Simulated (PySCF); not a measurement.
Zr(Me)2(H)2 (C2H8Zr), SMILES [ZrH2]([CH3])[CH3], multiplicity 1. Heavy atoms are numbered as in [ZrH2:1]([CH3:2])[CH3:6]. Hydrogens are named by the atom that carries them.

The structure is a stationary point at B3LYP-D3(BJ)/def2-SVP. The spin state was assumed, not searched. The structure was generated by enumeration; whether it is a known compound was not checked. The def2 effective core potentials stand for the cores of Zr; spin–orbit coupling is left out.

All values below come from PBE/def2-TZVPD (PySCF).

Mulliken values depend strongly on the basis, most of all with diffuse functions as here. ESP charges are fitted to the potential on shells at 1.4 to 2.0 van der Waals radii. Atomic charges (e), one atom of each kind:

```json
[
 {"atom": "Zr1 (ZrH2)", "Mulliken": "0.73", "ESP fit": "1.26"},
 {"atom": "C2 (CH3)", "Mulliken": "-1.11", "ESP fit": "-0.76"},
 {"atom": "H on C2", "Mulliken": "0.28", "ESP fit": "0.16"},
 {"atom": "H on Zr1", "Mulliken": "-0.07", "ESP fit": "-0.35"}
]
```
